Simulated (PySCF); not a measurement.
A structure optimised at PBE0-D3(BJ)/def2-SVP, used in a PySCF frequency run:

```
Se
I 1 2.5863
I 1 2.5863 2 109.47
I 1 2.5863 2 109.47 3 120.00
I 1 2.5863 2 109.47 3 -120.00
```
Charge +1, spin multiplicity 2.

Q: Write its SMILES, formula and point group.

A: I[Se+](I)(I)I, I₄Se, Td

Q: What are its rotational constants (standard atomic weights)?

A: 0.22326, 0.22326, 0.22326 GHz
